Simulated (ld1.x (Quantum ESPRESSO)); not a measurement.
**Which change was made? (O, TM)**

* Element: O (Z = 8)
* Generator: ld1.x (Quantum ESPRESSO) 7.5
* Type: norm-conserving Troullier–Martins (Kleinman–Bylander form)
* Functional: LDA (PZ)
* Relativity: scalar-relativistic
* Frozen core: [He]
* Valence charge: 6
* Reference configuration: 2s1.75 2p4.25
* Partial waves: 2p (bound): rc 1.20 bohr; 3d channel at -0.1 Ry: rc 1.10 bohr; 2s (bound): rc 0.55 bohr
* Local potential: the s channel
* Core correction: a·sin(br)/r model core inside 0.30 bohr

Cutoffs, loose and tight: the cutoffs (Ry, on a coarse ladder) from which the occupation-weighted sum of valence levels, in a spherical-Bessel basis at the reference potential, stays within 10 and 1 mRy of its value at 400 Ry. They do not see the model core or the augmentation charge, which bear on the density cutoff. Test errors are all-electron minus pseudo excitation energies from the reference, over the configurations 2s2 2p4; 2s2 2p3; 2s2 2p2; 2s0 2p6; 2s1 2p5; 2s2 2p3.5; 2s2 2p4.3 (two spin-polarised tests are not counted in the largest error); variants that change the core or the reference have their own tests.

The base gives: outcome: generated; cutoff, loose: 260 Ry; cutoff, tight: over 300 Ry; bound ghosts: none; largest test error (meV): +79.

Question: After one change the result is: outcome: generated; cutoff, loose: 260 Ry; cutoff, tight: over 300 Ry; bound ghosts: none; largest test error (meV): +55. Which change was it?
A. reference 2s1 2p5
B. local potential the p channel
C. wave 2s (bound): rc 0.55 bohr becomes 2s (bound): rc 0.40 bohr

Answer: B. The others give: reference 2s1 2p5 → outcome: generated; cutoff, loose: 230 Ry; cutoff, tight: over 300 Ry; bound ghosts: none; largest test error (meV): +1196 | wave 2s (bound): rc 0.55 bohr becomes 2s (bound): rc 0.40 bohr → outcome: generated; bound ghosts: not determined; largest test error (meV): +140.
